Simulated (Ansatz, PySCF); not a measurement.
Species: CF2I, charge 0, multiplicity 2. SMILES: I[C](F)F
Structure (B3LYP-D3(BJ)/def2-TZVP (Ansatz, a program for electronic structure) minimum search):
```
C
F 1 1.3218
F 1 1.3218 2 109.51
I 1 2.1410 2 114.74 3 130.70
```
Charge 0, spin multiplicity 2.

Property: atomisation energy, in kcal/mol. Terms: open shells spin-unrestricted; dispersion terms only where a functional's name holds one; frozen cores in correlated levels (noble-gas shells and the d and f shells of earlier blocks); LANL2DZ with its own core potentials from Na on; six Cartesian d functions in 6-31G* and its kin unless marked 5d; no spin-orbit coupling; atomisation electronic, to ground-state atoms; STO-3G and 3-21G all-electron and non-relativistic; def2 sets with scalar-relativistic core potentials past Kr. Ab initio and DFT rows: single points at B3LYP-D3(BJ) geometries (Ansatz).

```csv
level,program,atomisation energy (kcal/mol)
HF/LANL2DZ,Ansatz,106.5
HF/6-31G* with LANL2DZ past Ar,Ansatz,161.1
PBE/3-21G,Ansatz,299.1
PBE/def2-SVP,Ansatz,317.9
PBE/6-31G* with LANL2DZ past Ar,Ansatz,310.9
BLYP/6-31G* with LANL2DZ past Ar,Ansatz,292.2
BP86/def2-SVP,PySCF,311.9
BP86/6-31G* with LANL2DZ past Ar (5d),PySCF,304.8
B3LYP/3-21G,Ansatz,265.3
B3LYP/def2-SVP,Ansatz,287.9
B3LYP/6-31G* with LANL2DZ past Ar,Ansatz,279.8
M06-2X/6-31G* with LANL2DZ past Ar (5d),PySCF,284.5
MP2/3-21G,Ansatz,224.7
MP2/6-31G* with LANL2DZ past Ar,Ansatz,267.5
r2SCAN-D4/def2-TZVPD,Ansatz + dftd4,294.1
M06-2X/def2-TZVPD,PySCF,279.9
```

No value to compare with is used here. The 14 habitual levels span 106.5 (HF/LANL2DZ) to 317.9 kcal/mol (PBE/def2-SVP); M06-2X/def2-TZVPD gives 279.9.

The levels are drawn from those run, B3LYP/6-31G* more often than the rest, none by its result; runs whose electronic state is in doubt are left out.
